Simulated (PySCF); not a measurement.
Geometry:
| atom | x (Å) | y (Å) | z (Å) |
| --- | --- | --- | --- |
| C1 | -0.768 | -0.156 | -1.281 |
| C2 | -0.709 | 0.185 | 0.210 |
| C3 | -1.590 | 1.404 | 0.499 |
| C4 | -1.184 | -1.007 | 1.046 |
| Si5 | 1.068 | 0.644 | 0.685 |
| N6 | 2.073 | -0.727 | 0.357 |
| O7 | 1.638 | 1.951 | -0.186 |
| H8 | -0.441 | 0.695 | -1.900 |
| H9 | -0.125 | -1.015 | -1.532 |
| H10 | -1.799 | -0.407 | -1.586 |
| H11 | -2.635 | 1.208 | 0.201 |
| H12 | -1.594 | 1.658 | 1.572 |
| H13 | -1.242 | 2.292 | -0.051 |
| H14 | -1.100 | -0.809 | 2.127 |
| H15 | -0.614 | -1.925 | 0.828 |
| H16 | -2.245 | -1.230 | 0.835 |
| H17 | 1.092 | 1.140 | 2.094 |
| H18 | 1.678 | -1.659 | 0.418 |
| H19 | 3.043 | -0.735 | 0.651 |
| H20 | 1.908 | 1.739 | -1.085 |

[PySCF: shieldings: GIAO PBE0/pcSseg-1; geometry: PBE0-D3(BJ)/def2-SVP; relativity neglected; fast rotation and ring inversion assumed for equivalent nuclei; one computed conformer; in vacuum]

Scale: ¹³C, ¹H, ²⁹Si against TMS; NH3 for ¹⁵N; H2O for ¹⁷O (reference shieldings calculated alike).

```csv
atoms,nucleus,count,Hirshfeld charge,δ (ppm)
H18/H19,¹H,2,0.12,?
H17,¹H,1,-0.09,4.65
C1/C3/C4,¹³C,3,-0.12,25.9
N6,¹⁵N,1,-0.32,24.8
H20,¹H,1,0.16,?
C2,¹³C,1,-0.07,17.5
Si5,²⁹Si,1,0.42,?
O7,¹⁷O,1,-0.31,42.5
H8/H9/H10/H11/H12/H13/H14/H15/H16,¹H,9,0.04,0.85
```

Estimate the values marked ?.

Results:


- H20: 0.90 ppm, hydrogen on an oxygen bonded to Si; labile proton, position sensitive to the medium
- H18/H19: 0.55 ppm, hydrogen on a nitrogen bonded to Si; exchangeable; this is the value without hydrogen bonding to other molecules
- Si5: -6.8 ppm, silicon bonded to C, N, O, H

Exchangeable OH/NH protons stand at their gas-phase positions; hydrogen bonding in a real sample shifts them, mostly to higher δ. Shifts are as computed. Against solution values, carbons near 30 ppm lie about +2 ppm off and those near 130 ppm about +5 ppm. Of 1313 compounds with measured shifts, 239 miss one by over three times the rms of a fit or turn the order of signals round; such compounds aren't used in these exercises. Experimental scales use liquid or dissolved standards, which lie at an offset from isolated NH3 (liquid NH3: subtract about 20 ppm) and H2O (liquid H2O: subtract about 36 ppm).
